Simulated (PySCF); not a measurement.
How methods differ on the ionisation energy of Cl(2+)

Cl(2+) [Ne] 3s2 3p3 (4S) → Cl(3+) [Ne] 3s2 3p2 (3P), as a difference of total energies. Calculation: PySCF 2.14, in aug-cc-pV(Q+d)Z (7s6p5d3f2g, 89 functions); no relativity, point nucleus. Correlated levels: valence: [Ne] frozen. The calculations carry no spin-orbit coupling.

```tsv
method	ionisation energy (eV)
UHF	38.964
LDA	39.676
PBE	39.584
PBE0	39.666
r2SCAN	39.847
LC-wPBE	39.767
PBEsol	39.561
revPBE	39.557
M06	39.579
MP2 (valence)	39.664
SCS-MP2 (valence)	39.463
```

Problem. How much does correlation contribute at MP2 (valence)?

Solution. 39.664 − (38.964) = 0.700 eV, measured against UHF.

A first-order spin-orbit estimate (lowest level to lowest level, LS coupling) adds -0.099 eV.

Errors of the correlated levels include the incompleteness of this basis and the frozen core.

For comparison: 39.8 ± 0.11 eV (semi-empirical (NIST evaluation); NIST Atomic Spectra Database, ionization energies).
